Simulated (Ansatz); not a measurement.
Start from H₂Te and change one element to get H₂O.

Ansatz, PBE0-D4/def2-TZVP geometries, multiplicity 1. 

Elements past krypton have def2 core potentials.

```tsv
property	H₂Te
HOMO energy (PBE0/def2-TZVPP) / eV	-6.58
LUMO energy (PBE0/def2-TZVPP) / eV	-0.69
size of the dipole moment (PBE/def2-TZVPP) / D	0.17
size of the dipole moment (B3LYP/def2-TZVPP) / D	0.13
LUMO energy (ωB97M-V/def2-TZVPP) / eV	1.19
HOMO energy (B3LYP/def2-TZVPP) / eV	-6.36
```

Task: What does the change do to each property? (An estimate is asked.)

Result: Computed: 
| property | H₂O | shift |
| --- | --- | --- |
| HOMO energy (PBE0/def2-TZVPP) / eV | -8.90 | -2.32 |
| LUMO energy (PBE0/def2-TZVPP) / eV | 0.85 | 1.54 |
| size of the dipole moment (PBE/def2-TZVPP) / D | 1.89 | 1.72 |
| size of the dipole moment (B3LYP/def2-TZVPP) / D | 1.94 | 1.81 |
| LUMO energy (ωB97M-V/def2-TZVPP) / eV | 2.27 | 1.08 |
| HOMO energy (B3LYP/def2-TZVPP) / eV | -8.63 | -2.27 |

With PBE0 the HOMO falls by 2.32 eV and the LUMO rises by 1.54 eV, so the gap widens by about 3.86 eV. PBE moves the HOMO by -1.47 eV and ωB97M-V by -2.78 eV. Dipoles are sizes alone; their direction can turn.

B3LYP here is the variant with VWN-RPA as its local correlation; programs differ in this.

Spin–orbit coupling is left out; it splits and shifts lone-pair levels of the heavy atoms by tenths of an eV.
